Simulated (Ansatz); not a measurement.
Basis sets compared for [SmCl6]3- (SmCl₆³⁻). The state is a sextet with charge -3. Geometry PBE-D4/def2-SVP. Ansatz on 4 threads of Arm Neoverse V2 on a shared host; times are rough, and most runs start from earlier orbitals.

```csv
atom,x (Å),y (Å),z (Å)
Sm1,0.000,0.000,0.000
Cl2,2.052,-1.835,-0.425
Cl3,-2.052,1.835,0.425
Cl4,-0.680,-0.131,-2.718
Cl5,0.680,0.131,2.718
Cl6,1.758,2.092,-0.540
Cl7,-1.758,-2.092,0.540
```

In the def2 sets Sm takes a core potential; there is no spin–orbit coupling. With an open 4f shell the SCF may have ended on a state above the lowest. A multiply charged anion in the gas phase is held together partly by the finite basis. At PBE-D4/def2-SVP, PBE-D4/def2-TZVP the charge -3 sextet is spin-contaminated (final ⟨S²⟩ up to 8.88, 8.75 for a pure state). At PBE-D4/def2-SVP, PBE-D4/def2-TZVP, PBE0-D4/def2-SVP, PBE0-D4/def2-TZVP the highest occupied level of the charge -3 sextet lies above zero (up to 5.53 eV). It is a level of α spin, whose loss leaves a quintet; that state wasn't run at this geometry and level. The electron is either unbound and held by the finite basis, or the level is raised by self-interaction error. No other spin state of charge -3 was run.

| level | functions | energy (Eh) | HOMO (eV) | LUMO (eV) | wall time |
| --- | --- | --- | --- | --- | --- |
| PBE-D4/def2-SVP | 185 | -3417.4914 | 5.53 | 6.18 | 20 s |
| PBE0-D4/def2-SVP | 185 | -3417.6703 | 3.95 | 7.65 | 36 s |

Q: Estimate the rows for PBE-D4/def2-TZVP (with forces), PBE0-D4/def2-TZVP.

A: 
```tsv
level	functions	energy (Eh)	HOMO (eV)	LUMO (eV)	wall time
PBE-D4/def2-TZVP (with forces)	314	-3418.5136	4.71	5.38	72 s
PBE0-D4/def2-TZVP	314	-3418.6701	3.17	6.96	3.8 min
```
